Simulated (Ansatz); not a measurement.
The cluster Be2Te3 was relaxed with PBE0-D4 (def2-SVP) in Ansatz in these states: neutral quintet, neutral singlet, neutral triplet. The geometries follow in no particular order.

In the def2 sets Te takes a core potential; there is no spin–orbit coupling.

A:

```xyz
5

Be    0.268   -1.289    0.290
Be   -0.988    0.285    0.839
Te   -1.277    1.646   -0.981
Te    0.820   -0.944   -1.908
Te    1.176    0.302    1.759
```

B:

```tsv
atom	x (Å)	y (Å)	z (Å)
Be1	-0.577	-0.216	-0.228
Be2	1.152	-0.299	1.133
Te3	1.307	1.426	-0.339
Te4	-1.498	0.938	-1.985
Te5	-0.384	-1.849	1.419
```

C:

```xyz
5

Be    0.1476   -0.1675    1.2941
Be   -0.2744   -0.8136   -0.9937
Te   -0.0400    1.2600   -1.8335
Te    0.4627    2.0112    0.8317
Te   -0.2960   -2.2901    0.7013
```

Q: Judge from the bond lengths which geometry belongs to which state (an estimate).

A: A is the neutral quintet (Te3–Te4 3.459 Å, Be2–Te5 2.352 Å, Be1–Te5 2.348 Å); B is the neutral triplet (Te3–Te4 3.289 Å, Be2–Te5 2.201 Å, Be1–Te5 2.327 Å); C is the neutral singlet (Te3–Te4 2.814 Å, Be2–Te5 2.248 Å, Be1–Te5 2.248 Å).

At PBE0-D4/def2-TZVP a singlet lies 3.42 eV below the neutral quintet. At PBE0-D4/def2-TZVP a singlet lies 0.94 eV below the neutral triplet. These are the stationary points nearest to one start from a short search; other shapes may lie lower in each state.
